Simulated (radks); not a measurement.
Species: the nickel ion Ni25+. Configuration: [He] 2s1 (the NIST ground configuration). All-electron calculation, Dirac Kohn-Sham, exchange-only PBE, spin-unpolarised, spherical densities, finite nucleus; Fermi nuclear charge, rms radius 3.7757 fm. Program: a radial shooting solver on a logarithmic mesh with Libxc functionals.

Normalised radial functions P(r) = r R(r) (large component), r in bohr:

r	2p1/2
0.0035	0.0127
0.004668	0.0207
0.006225	0.0341
0.008237	0.0556
0.01099	0.0918
0.01465	0.1506
0.01954	0.2443
0.02607	0.3894
0.03477	0.6046
0.04637	0.9051
0.06185	1.2895
0.08249	1.7188
0.11	2.0956
0.1467	2.2680
0.1942	2.1046
0.259	1.5817
0.3454	0.8978
0.4606	0.3505
0.6144	0.0828

2p1/2 (empty): eigenvalue -2296.3 eV, 0 radial nodes, <r> = 0.187 bohr, 90 % of the charge inside 0.301 bohr.
